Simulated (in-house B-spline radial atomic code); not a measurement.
**RPA and G0W0 on r2SCAN: the selenium ion Se⁶⁺**

Configuration [Ar] 3d10, mean-field start r2SCAN. Computed with an all-electron radial atomic-structure program (B-spline basis): all electrons, scalar-relativistic (spin-free one-electron X2C), finite nucleus, each spin shell either full or empty, empty states to l = 9 with an (l + 1/2)⁻⁴ tail; G0W0 by contour deformation at full frequency.

Command:
```bash
python run_gw.py task.json out
```
Settings (radii: box in bohr, nucleus in fm):
```
Z                        34
electrons                28
configuration            [Ar] 3d10
hamiltonian              x2c
method                   r2scan
lmax                     9
rms_radius               4.14
spin_polarised           False
box_radius               9.29
intervals                67
```

Time taken, with all properties: 1.3 s on 1 thread of Arm Neoverse V2 (shared host).

Energies (hartree):

| term | value |
| --- | --- |
| mean-field total | -2420.47552 |
| Hartree-Fock functional on these orbitals | -2419.00111 |
| direct second order | -2.3998 |
| second-order exchange | 0.69805 |
| SOSEX correction | 0.64952 |

Task: What is the RPA correlation energy, and what remains with SOSEX?

Result: RPA gives -2.1148 hartree (-2.06 eV per electron); RPA + SOSEX gives -1.4653, and the second-order doubles -1.7017 hartree (no singles). RPA lacks exchange-type terms and so overcorrelates at short range.

Quasi-particle levels (eV):

```json
{"level": "3d", "occupied": "yes", "mean field": "-140.81", "Σx - vxc": "-17.14", "Σc": "?", "QP weight": "?", "G0W0": "?"}
{"level": "4s", "occupied": "no", "mean field": "-87.74", "Σx - vxc": "7.33", "Σc": "-1.44", "QP weight": "0.992", "G0W0": "-81.85"}
```

G0W0 = mean field + (Σx - vxc) + Σc, with Σc (partial-wave tail included) taken at the quasi-particle energy. Only the outer levels were computed. Levels of low weight are left out.

Task: Where does G0W0 put 3d?

Result: At -155.62 eV, with Σc = 2.33 eV and a quasi-particle weight of 0.962. The tabulated removal energy is 155.327 ± 0.012 eV (NIST, measured); the calculation leaves out spin-orbit coupling, Breit and QED terms, and what these don't explain is the method's own error.
